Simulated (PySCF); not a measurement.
[Fe(H2O)6]2+: Fe(II) (d6), charge +2. The structure is a PBE0-D3(BJ)/def2-SVP, IEF-PCM water geometry optimised for multiplicity 5; coordination octahedral, point group C1, metal–donor distances 2.11–2.13 Å.

```
19

Fe    0.0000    0.0000    0.0000
O     0.0229    0.0013    2.1094
H     0.8610   -0.1098    2.5800
H    -0.6410   -0.4749    2.6275
O    -0.0347   -0.0027   -2.1137
H     0.6429    0.4595   -2.6272
H    -0.8711    0.1631   -2.5717
O     2.1299   -0.0306    0.0333
H     2.5985    0.8146    0.0851
H     2.6168   -0.5549   -0.6182
O    -2.1211   -0.0199   -0.0248
H    -2.6386    0.4124    0.6690
H    -2.5755   -0.8546   -0.2062
O     0.0120    2.1203   -0.0156
H    -0.0537    2.5589    0.8452
H    -0.6024    2.5923   -0.5959
O     0.0227   -2.1261   -0.0197
H     0.6463   -2.5879    0.5595
H     0.1398   -2.5304   -0.8920
```

Method (PySCF 2.14, density fitting): CASSCF(6,5) with orbitals averaged over all microstates of the shell, strongly contracted NEVPT2 on the averaged canonical orbitals; basis x2c-TZVPall on the metal, x2c-SVPall elsewhere; spin-free X2C; IEF-PCM water; spin-orbit coupling by state interaction with the mean-field operator over all roots.

(1) What is the ground state?

(2) Where do the spin-allowed transitions within the shell lie?

(3) Which is the lowest state of another spin?

(4) What ligand-field parameters describe the result?

(5) What are the magnetic parameters?

NEVPT2 lifts 5Eg-like from 8683 to 10486 cm⁻¹; on the d shell alone it tends to overshoot states that fill the eg-type orbitals. Gaps between spin states lean to high spin in this active space.

The job took 16 s on one thread of AMD EPYC 9R45 96-Core Processor (shared host), with 192 basis functions and a peak of 0.97 GiB, launched as `OMP_NUM_THREADS=1 python lf_run.py task.json out`.

Results:

(1) 5T2g-like (S = 2, orbital degeneracy 1), with 4.0 electrons in the lower (t2g-type) set and 2.0 in the upper (eg-type) set, by NEVPT2.

(2) By NEVPT2: 5T2g-like at 1144 cm⁻¹; 5T2g-like at 1343 cm⁻¹; 5Eg-like at 10486 cm⁻¹ (954 nm); 5Eg-like at 10736 cm⁻¹ (931 nm). The strongest, at 10486 cm⁻¹, has f = 3.2e-08.

(3) 3T1g-like at 13497 cm⁻¹ by NEVPT2; CASSCF alone puts it at 16886 cm⁻¹ above the same ground state.

(4) At CASSCF level (the NEVPT2 levels don't fit a ligand-field model well): orbital energies 0, 829, 963, 8166, 8389 cm⁻¹; 10Dq = 7680 cm⁻¹ (difference of the means of the two sets); B = 1145 cm⁻¹; C = 4246 cm⁻¹; B over its free-ion value at the same level 0.969; rms of the fit 111 cm⁻¹; ζ = 406 cm⁻¹ (free ion 412).

(5) The ground multiplet follows a spin Hamiltonian with S = 2, g = 1.996, 2.159, 2.203, D = 11.60 cm⁻¹, E/|D| = 0.14 (spin-orbit part alone); the lowest levels hold 97 % of the spin-free ground state. μeff is 5.29 μB at 300 K and 4.74 μB at 10 K; the spin-only value is 4.90 μB.
